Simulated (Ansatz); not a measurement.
Single points on the cluster Co₂Si.

```yaml
crystal:
  periodic: [false, false, false]
  atoms:
    - {symbol: Co, position_ang: [-1.082776, -0.436736, -0.331387]}
    - {symbol: Co, position_ang: [0.337838, 1.081146, -0.435815]}
    - {symbol: Si, position_ang: [0.744939, -0.644400, 0.767202]}
basis:
  gaussian: {orbitals: def2-TZVP, initial_orbitals: start.molden}
hamiltonian: {xc: {name: BHLYP}, dispersion: d4}
scf: {omitted_lower_state_checks: [starts]}
output: {orbitals: {seedname: orbitals}}
```

The file start.molden holds the orbitals of an earlier run on this structure, at another level or in another basis.

```sh
$ ansatz run in.yaml --threads 4 --pin off --events-out ev --progress --plain --max-ram 3916MiB
```

Output, abridged:

```
Functional definition: BHLYP
1102 factors; integrals over basis functions are off by at most 6.4e-4 eV
mean field evaluation 1: about -83120.8253 eV, gradient 1.2e1 eV
mean field evaluation 2: about -83121.3742 eV, gradient 2.2e0 eV
mean field evaluation 4: about -83121.7043 eV, gradient 1.2e0 eV
mean field evaluation 8: about -83121.8213 eV, gradient 4.9e-1 eV
mean field evaluation 16: about -83121.8354 eV, gradient 2.6e-5 eV
mean field -83121.83542098 eV, -3054.6711097174 hartree, gradient 6.0e-6 eV, S^2 0.000000; 0 other end points of the search recorded, 0 dependent functions left out
reference -83121.83554976 eV, -3054.6711144500 hartree; 34, 34 occupied and 93, 93 virtual orbitals, 1102 factors
Total energy: -83122.01895876 eV, -3054.6778546063 hartree
Checks for a lower state left out: starts
```

Hardware: 4 threads of Arm Neoverse V2 on a shared host. Wall time 4.8 s.

First input, but with `hamiltonian: {xc: pbe, dispersion: d4}` (abridged; 1.2 s):

```
Functional definition: PBE
mean field evaluation 16: about -83114.3673 eV, gradient 2.3e-6 eV
mean field -83114.36731362 eV, -3054.3966618338 hartree, gradient 2.3e-6 eV, S^2 0.000000
Total energy: -83114.46461135 eV, -3054.4002374595 hartree
Checks for a lower state left out: starts
```

As the first input, with `gaussian: {orbitals: def2-TZVPD, initial_orbitals: start.molden}`, `hamiltonian: {xc: pbe, dispersion: d4}` (abridged; 1.8 s):

```
Functional definition: PBE
mean field evaluation 16: about -83114.3981 eV, gradient 1.5e-6 eV
mean field -83114.39809812 eV, -3054.3977931434 hartree, gradient 1.5e-6 eV, S^2 0.000000
Total energy: -83114.49539921 eV, -3054.4013688926 hartree
Checks for a lower state left out: starts
```

The first input with `gaussian: {orbitals: def2-SVP, initial_orbitals: start.molden}`, `hamiltonian: {xc: pbe0, dispersion: d4}` (abridged; 1.6 s):

```
Functional definition: PBE0
mean field -83097.13992217 eV, -3053.7635668752 hartree, gradient 4.5e-6 eV, S^2 0.000000
Total energy: -83097.22156062 eV, -3053.7665670331 hartree
Checks for a lower state left out: starts
```

The first input with `hamiltonian: {xc: hse06, dispersion: d4}` (abridged; 3.9 s):

```
Functional definition: HSE06
mean field -83111.00717027 eV, -3054.2731788432 hartree, gradient 1.6e-5 eV, S^2 0.000000
Total energy: -83111.08639594 eV, -3054.2760903331 hartree
Checks for a lower state left out: starts
```

The first input with `hamiltonian: {xc: pbe0, dispersion: d4}` and without the key `scf` (abridged; 11 s):

```
Functional definition: PBE0
mean field evaluation 16: about -81309.3007 eV, gradient 7.4e2 eV
mean field evaluation 32: about -83110.6109 eV, gradient 1.3e0 eV
mean field evaluation 64: about -83111.3571 eV, gradient 1.3e0 eV
mean field -83111.43804226 eV, -3054.2890130972 hartree, gradient 6.2e-6 eV, S^2 0.000000; 7 other end points of the search recorded, 0 dependent functions left out
Total energy: -83111.51967825 eV, -3054.2920131641 hartree
```

The first input with `correlation: {method: mp2}` and without the key `hamiltonian` (abridged; 18 s):

```
Functional definition: HF
mean field evaluation 16: about -83028.7129 eV, gradient 1.2e0 eV
mean field evaluation 32: about -83029.3996 eV, gradient 2.5e-3 eV
mean field evaluation 64: about -83029.4058 eV, gradient 1.0e-6 eV
mean field -83029.40580908 eV, -3051.2743841311 hartree, gradient 3.1e-10 eV, S^2 0.000000; 1 other end points of the search recorded, 0 dependent functions left out; unrestricted orbitals would lower it
mean field evaluation 96: about -83033.5765 eV, gradient 4.0e-3 eV
unrestricted determinant -83033.57650236 eV, -3051.4276542820 hartree, S^2 2.9299
15 core orbitals not correlated, not the lowest: weight in the atoms' cores, before any rotation towards them, 1.000 or more for the frozen orbitals, at most 0.000 for the correlated occupied ones
second order -36.63792480 eV of doubles, -0.00000000 eV of singles
Total energy: -83066.04373388 eV, -3052.6208030335 hartree
Checks for a lower state left out: starts
```

Geometry: B3LYP-D4/def2-TZVP.

HSE06 is defined as in plane-wave codes, on full-range PBE exchange. Correlated methods freeze 15 core orbitals; core or outer-core shells of Co are correlated, in sets that lack core-valence functions. The restricted singlet is unstable towards broken spin symmetry at other levels; at BHLYP-D4/def2-TZVP, PBE-D4/def2-TZVPD, PBE0-D4/def2-SVP, HSE06-D4/def2-TZVP this wasn't settled. At PBE-D4/def2-TZVP, PBE0-D4/def2-TZVP, MP2/def2-TZVP the restricted singlet (for correlated methods, its reference) is unstable: a solution with broken spin symmetry lies lower. At PBE-D4/def2-TZVP, PBE-D4/def2-TZVPD an occupied level of the charge 0 singlet lies above an empty one (by up to 0.12 eV), so this SCF solution is probably not the lowest. The geometry of the singlet was relaxed on an unsound state (restricted singlet, unstable towards broken spin symmetry at other levels and untested here). At PBE0-D4/def2-TZVP a quintet of charge 0 lies 3.20 eV below the restricted singlet, each at its own geometry. That quintet is doubtful there (⟨S²⟩ 6.69, where a pure state has 6.00). The structure comes from a short search, and lower isomers may exist.
